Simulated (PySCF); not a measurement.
SMILES c1coc(Sc2ccco2)c1, singlet (GFN2-xTB optimised geometry):

```
17

C     -1.201    -2.257     0.000
C      0.159    -2.257     0.000
O      0.635    -0.998     0.000
C     -0.435    -0.181    -0.017
S     -0.169     1.553     0.018
C      1.233     1.636    -1.033
C      2.353     2.413    -0.952
C      3.119     2.089    -2.098
C      2.409     1.148    -2.776
O      1.255     0.874    -2.142
C     -1.597    -0.897    -0.012
H     -1.846    -3.111     0.002
H      0.880    -3.048    -0.009
H      2.590     3.111    -0.178
H      4.070     2.499    -2.370
H      2.606     0.608    -3.680
H     -2.590    -0.501    -0.020
```

Method: PBE/def2-SVP (PySCF).

Q: What are the frontier orbital energies and the dipole moment?

A: HOMO-2 -6.83 eV, HOMO-1 -5.82 eV, HOMO -4.78 eV, LUMO -0.96 eV, LUMO+1 -0.79 eV; dipole moment 1.05 D.

Meta-Löwdin charges at PBE/def2-SVP: C1 -0.16, C2 0.03, O3 -0.20, C4 0.06, S5 0.16, C6 0.06, C7 -0.17, C8 -0.16, C9 0.03, O10 -0.20, C11 -0.17, H12 0.12, H13 0.13, H14 0.13, H15 0.12, H16 0.13, H17 0.13.
